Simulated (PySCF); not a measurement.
Zn(F)(Et) (C2H5FZn), SMILES C[CH2][Zn][F]. Atoms are numbered in the order given.

```xyz
9

Zn     0.1008    -0.4761     0.0000
F     -0.3470    -2.1720     0.0000
C      0.6066     1.4014     0.0000
C     -0.5674     2.3880     0.0000
H      1.2507     1.5637    -0.8812
H      1.2507     1.5637     0.8812
H     -1.2112     2.2669     0.8864
H     -1.2112     2.2669    -0.8864
H     -0.2138     3.4342     0.0000
```
Charge 0, spin multiplicity 1.

The structure is a stationary point at B3LYP-D3(BJ)/def2-SVP. The structure was generated by enumeration; whether it is a known compound was not checked. The values are those of a single conformer.

Method: PBE/pcSseg-1 run with PySCF.

GIAO shieldings, no solvent; atoms alike by connectivity are averaged. δ = σ(ref) − σ: ¹⁹F against CFCl3 (σ = 133.6 ppm); ¹³C against TMS (σ = 182.0 ppm); ¹H against TMS (σ = 31.49 ppm), references at their B3LYP-D3(BJ)/def2-TZVP geometries, non-relativistic.

```
nucleus       atoms  count  δ (ppm)
-------  ----------  -----  -------
¹⁹F              F2      1   -217.8
¹³C              C4      1     16.0
¹³C              C3      1      7.3
¹H       H7, H8, H9      3     1.73
¹H           H5, H6      2     1.39
```
